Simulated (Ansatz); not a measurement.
fac-CoF3(H2O)3 (CoO₃F₃H₆): single points at one geometry.

```yaml
crystal:
  periodic: [false, false, false]
  atoms:
    - {symbol: Co, position_ang: [0.118515, 0.119524, 0.115058]}
    - {symbol: F, position_ang: [-0.125206, 0.139440, 1.910372]}
    - {symbol: F, position_ang: [1.911940, -0.137962, 0.097519]}
    - {symbol: F, position_ang: [0.108459, 1.908809, -0.169945]}
    - {symbol: O, position_ang: [0.391970, 0.107000, -1.826919]}
    - {symbol: O, position_ang: [-1.820899, 0.407728, 0.142828]}
    - {symbol: O, position_ang: [0.138478, -1.815370, 0.432724]}
    - {symbol: H, position_ang: [1.356186, -0.054828, -1.709830]}
    - {symbol: H, position_ang: [0.347562, 1.090217, -1.858655]}
    - {symbol: H, position_ang: [-1.700633, 1.368363, -0.036989]}
    - {symbol: H, position_ang: [-1.830064, 0.379049, 1.127131]}
    - {symbol: H, position_ang: [-0.018063, -1.679178, 1.395295]}
    - {symbol: H, position_ang: [1.121744, -1.832783, 0.381400]}
basis:
  gaussian: {orbitals: def2-SVP, initial_orbitals: start.molden}
hamiltonian: {xc: pbe0, dispersion: d4}
scf: {omitted_lower_state_checks: [starts]}
output: {orbitals: {seedname: orbitals}}
```

The file start.molden holds the orbitals of an earlier run on this structure, at another level or in another basis.

```sh
$ ansatz run in.yaml --threads 4 --pin off --events-out ev --progress --plain --max-ram 4787MiB
```

Shortened log:

```
Functional definition: PBE0
1412 factors; integrals over basis functions are off by at most 1.4e-3 eV
mean field evaluation 1: about -51981.9096 eV, gradient 1.6e1 eV
mean field evaluation 2: about -51982.3799 eV, gradient 3.6e-1 eV
mean field evaluation 4: about -51982.7466 eV, gradient 2.1e-3 eV
mean field -51982.74660866 eV, -1910.3307026969 hartree, gradient 4.1e-5 eV, S^2 0.000000; 0 other end points of the search recorded, 0 dependent functions left out
reference -51982.74666313 eV, -1910.3307046988 hartree; 42, 42 occupied and 103, 103 virtual orbitals, 1412 factors
Total energy: -51982.95549323 eV, -1910.3383790633 hartree
Checks for a lower state left out: starts
```

It took 2.7 s on 4 threads of Arm Neoverse V1 on a shared host.

The first input with `gaussian: {orbitals: def2-TZVP, initial_orbitals: start.molden}`, `hamiltonian: {xc: r2scan, dispersion: d4}` (abridged; 7 s):

```
Functional definition: r2SCAN
mean field -52020.57379964 eV, -1911.7208263254 hartree, gradient 2.2e-5 eV, S^2 0.000000
Total energy: -52020.63723208 eV, -1911.7231574244 hartree
Checks for a lower state left out: starts
```

First input, but with `gaussian: {orbitals: def2-TZVP, initial_orbitals: start.molden}`, `hamiltonian: {xc: pbe, dispersion: d4}`, `output: {forces: true, orbitals: {seedname: orbitals}}` (abridged; 4.2 s):

```
Functional definition: PBE
mean field -52006.46369408 eV, -1911.2022895103 hartree, gradient 8.0e-6 eV, S^2 0.000000
Total energy: -52006.71211821 eV, -1911.2114189285 hartree
Atom 0 force    -0.324654    -0.327804    -0.316586 eV/Å
Atom 1 force    -0.017196     0.058309     0.564060 eV/Å
Atom 2 force     0.566034    -0.020590     0.045701 eV/Å
Atom 3 force     0.049463     0.565152    -0.030782 eV/Å
Atom 4 force    -0.201555    -0.195311    -0.138115 eV/Å
Atom 5 force    -0.145044    -0.203135    -0.188256 eV/Å
Atom 6 force    -0.194713    -0.146984    -0.195925 eV/Å
Atom 7 force     0.293203    -0.120092    -0.040943 eV/Å
Atom 8 force    -0.073278     0.295992    -0.095443 eV/Å
Atom 9 force    -0.041917     0.291571    -0.123951 eV/Å
Atom 10 force    -0.089901    -0.067756     0.298961 eV/Å
Atom 11 force    -0.117070    -0.036511     0.294701 eV/Å
Atom 12 force     0.296627    -0.092842    -0.073422 eV/Å
Dipole moment:    -0.328354    -0.331042    -0.318358 e Å
Checks for a lower state left out: starts
```

First input, but with `gaussian: {orbitals: def2-TZVP, initial_orbitals: start.molden}` (abridged; 6.5 s):

```
Functional definition: PBE0
mean field -52005.50312764 eV, -1911.1669893448 hartree, gradient 2.3e-5 eV, S^2 0.000000
Total energy: -52005.71198799 eV, -1911.1746648208 hartree
Checks for a lower state left out: starts
```

Geometry: r2SCAN-D4/def2-SVP.

The restricted singlet is unstable towards broken spin symmetry in Hartree–Fock (as tested in another run); at PBE0-D4/def2-SVP, r2SCAN-D4/def2-TZVP, PBE-D4/def2-TZVP, PBE0-D4/def2-TZVP this wasn't settled.
